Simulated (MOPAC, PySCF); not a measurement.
C₂H₂N₂, SMILES `n1/c(=N/[H])c1`, neutral singlet in the gas phase. 

Cartesian coordinates (Å):
SMILES: c1(/cn1)=N/[H]
```xyz
6

N      1.4070     0.6903     0.0661
C      0.2276     0.2999    -0.0704
C     -0.9550    -0.4413    -0.0566
N     -1.0315     0.7324    -0.5822
H      1.9860    -0.0137     0.5192
H     -1.6341    -1.2675     0.1240
```
Charge 0, multiplicity 1.

All levels are single points at this geometry (B3LYP-D3(BJ)/def2-TZVP); Pople sets use spherical d functions. Orbital energies aren't observables, and empty levels follow the basis.

M06-2X/6-31G* in PySCF gives gap (eV) = 8.31.

Q: Estimate the gap (eV) from each of these levels: B3LYP-D3(BJ)/def2-TZVP in PySCF; B3LYP/3-21G in PySCF; B3LYP/6-311+G** in PySCF; B3LYP/6-31G* in PySCF; BP86/6-31G* in PySCF; SVWN5/6-31G* in PySCF; HF/6-31G* in PySCF; HF/STO-3G in PySCF; AM1 in MOPAC; PM3 in MOPAC; PM6 in MOPAC; PM7 in MOPAC.

A: 
```
level                            gap (eV)
-------------------------------  --------
B3LYP-D3(BJ)/def2-TZVP in PySCF      5.20
B3LYP/3-21G in PySCF                 5.05
B3LYP/6-311+G** in PySCF             5.16
B3LYP/6-31G* in PySCF                5.29
BP86/6-31G* in PySCF                 3.15
SVWN5/6-31G* in PySCF                2.98
HF/6-31G* in PySCF                  13.84
HF/STO-3G in PySCF                  14.98
AM1 in MOPAC                        10.46
PM3 in MOPAC                         9.73
PM6 in MOPAC                         9.75
PM7 in MOPAC                         9.83
```
